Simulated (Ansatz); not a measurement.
In(F) cation (FIn), SMILES [F][In] (connectivity only; charge and spin as stated), charge +1, multiplicity 2.

Geometry: B3LYP-D3(BJ)/def2-TZVP. The spin state was assumed, not searched. The def2 effective core potentials stand for the cores of In; spin–orbit coupling is left out.

Two levels are set side by side: PBE/def2-TZVPD (Ansatz, a first-principles code) and PBE0/def2-TZVPD (Ansatz). Energy differences of separate SCF runs at the same geometry; the states with an electron removed or added have multiplicity 1 and 1. Differences are taken from unrounded values.

| quantity | PBE0 | PBE | PBE minus PBE0 |
|---|---|---|---|
| vertical ionisation energy (eV) | 18.45 | 18.42 | -0.03 |
| vertical electron affinity (eV) | 9.89 | 9.92 | 0.03 |

Here PBE gives about what the other level gives.
